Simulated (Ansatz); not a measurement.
```yaml
atoms:
  - { symbol: C, position_ang: [0.0000, 0.0000, -1.9339] }
  - { symbol: O, position_ang: [0.0000, 0.0000, 1.4504] }
```

Basis set: pcseg-2 (spherical functions). Charge 0, multiplicity 1.

Computed with Ansatz (development build ahead of 0.2.0); each method stands on the lowest determinant of its kind that the runs found.

Problem. Give the atomization energy at this shape (free ground-state atoms in the same class of orbitals less the molecule, no zero-point energy) of singlet CO by ωB97X (unrestricted), PBE0 (unrestricted).

Solution.

```tsv
method	atomization energy
ωB97X (unrestricted)	1.08 kcal/mol
PBE0 (unrestricted)	1.06 kcal/mol
```

Caution: charge can spread falsely over distant fragments; the shape is not the minimum; the unrestricted determinant is a mixture of spin states.
